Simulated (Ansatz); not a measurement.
Consider the hydrogenolysis of the Si–C bond: `C[SiH2][SnH2][SH]` + H₂ → `[SiH3][SnH2][SH]` + CH₄.

Computed with Ansatz on PBE0-D4/def2-TZVP structures; ΔE is electronic, products minus reactants. CBS: MP2 limit from def2 TZ/QZ plus the TZ coupled-cluster correction, frozen cores. This one scheme is used for every species. DFT in def2-TZVPP. B3LYP here is the variant with VWN-RPA as its local correlation; programs differ in this. def2 core potentials past Kr. For Sn outer-core shells are correlated without core-valence functions, which leaves a few kJ/mol of doubt a bond. Each species was taken in one conformer, which may not be the lowest.

CCSD(T)/CBS gives -24.3 kJ/mol.

**Question.** Another level gave -25.4 kJ/mol. Which?
A. PBE0/def2-TZVPP
B. B3LYP/def2-TZVPP
C. PBE0-D4/def2-TZVPP
D. HF/def2-TZVPP

**Answer.** C. PBE0-D4 -25.4, PBE0 -31.1, HF/def2-TZVPP -50.9, B3LYP -37.8 kJ/mol.

Largest T1 diagnostic among the species: 0.013.

The D4 term adds +10.1 kJ/mol with B3LYP and +5.7 kJ/mol with PBE0; it sums over pairs of atoms, weighted by their polarisabilities, and B3LYP, whose exchange is more repulsive, gets the larger term. In def2-TZVPP, CCSD(T) changes the Hartree–Fock value by +23.2 kJ/mol (the triples alone add +4.4 kJ/mol) and MP2 by +29.7 kJ/mol.
